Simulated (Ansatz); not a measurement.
Consider the isomerisation: `[CH3][In]([CH3])[OH]` → `C[CH2][InH][OH]`.

Calculated with Ansatz (gas phase, PBE0-D4/def2-TZVP geometries, no zero-point term in ΔE). CBS: MP2 limit from def2 TZ/QZ plus the TZ coupled-cluster correction, frozen cores. Functionals use def2-TZVPP. B3LYP here is the variant with VWN-RPA as its local correlation; programs differ in this. def2 core potentials past Kr. For In outer-core shells are correlated without core-valence functions, which leaves a few kJ/mol of doubt a bond. Each species was taken in one conformer, which may not be the lowest.

```json
{"level": "B3LYP-D4", "ΔE (kJ/mol)": "41.2", "difference from CCSD(T)/CBS": "-4.6"}
{"level": "r2SCAN0-D4", "ΔE (kJ/mol)": "41.8", "difference from CCSD(T)/CBS": "-4.0"}
{"level": "PBE-QIDH", "ΔE (kJ/mol)": "43.4", "difference from CCSD(T)/CBS": "-2.4"}
{"level": "PBE0", "ΔE (kJ/mol)": "40.9", "difference from CCSD(T)/CBS": "-4.9"}
{"level": "r2SCAN0", "ΔE (kJ/mol)": "42.0", "difference from CCSD(T)/CBS": "-3.8"}
{"level": "CAM-B3LYP", "ΔE (kJ/mol)": "40.7", "difference from CCSD(T)/CBS": "-5.1"}
{"level": "RPA@PBE/def2-TZVPP", "ΔE (kJ/mol)": "41.2", "difference from CCSD(T)/CBS": "-4.6"}
{"level": "CCSD/def2-SVP", "ΔE (kJ/mol)": "29.9", "difference from CCSD(T)/CBS": "-15.9"}
{"level": "SCS-MP2/def2-TZVPP", "ΔE (kJ/mol)": "46.1", "difference from CCSD(T)/CBS": "0.3"}
{"level": "SCS-MP2/def2-QZVPP", "ΔE (kJ/mol)": "46.6", "difference from CCSD(T)/CBS": "0.8"}
{"level": "CCSD(T)/CBS", "ΔE (kJ/mol)": "45.8", "difference from CCSD(T)/CBS": "0"}
```

Largest T1 diagnostic among the species: 0.014.

In def2-TZVPP, CCSD(T) changes the Hartree–Fock value by +9.1 kJ/mol (the triples alone add +1.2 kJ/mol) and MP2 by +14.6 kJ/mol. At CCSD(T), def2-SVP lies −15.9 kJ/mol from the extrapolated value and def2-TZVPP −0.8 kJ/mol.
